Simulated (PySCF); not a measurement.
Cartesian coordinates (Å):
```xyz
21

B      1.8855     2.9798    -0.0966
C      0.9358     1.7763    -0.0781
C     -0.4323     1.9311    -0.3885
C     -1.3314     0.8641    -0.3807
C     -0.9201    -0.4407    -0.0659
C     -1.8572    -1.5727    -0.0569
C     -3.0709    -1.6052    -0.6286
C      0.4496    -0.6491     0.2583
C      1.1214    -1.8765     0.6086
C      2.4493    -1.6962     0.8534
S      2.9652    -0.0419     0.6684
C      1.3421     0.4565     0.2449
H      1.4594     4.0739    -0.3751
H      3.0575     2.8518     0.1624
H     -0.7960     2.9312    -0.6367
H     -2.3827     1.0520    -0.6048
H     -1.5127    -2.4712     0.4633
H     -3.6975    -2.4976    -0.5601
H     -3.4780    -0.7607    -1.1912
H      0.6352    -2.8495     0.6689
H      3.1777    -2.4555     1.1352
```
Charge 0, spin multiplicity 1.

Problem. Give the S1 oscillator strength, total energy, HOMO–LUMO gap, dipole moment and HOMO at the level TPSSh-D3(BJ)/def2-TZVP // B3LYP-D3(BJ)/def2-SVP run with PySCF 2.14.0.

Solution. 
```json
{
 "S1 oscillator strength": "0.135",
 "total_energy": "-809.7387 Ha",
 "HOMO–LUMO gap": "3.15 eV",
 "dipole_moment": "2.65 D",
 "HOMO": "-5.86 eV"
}
```
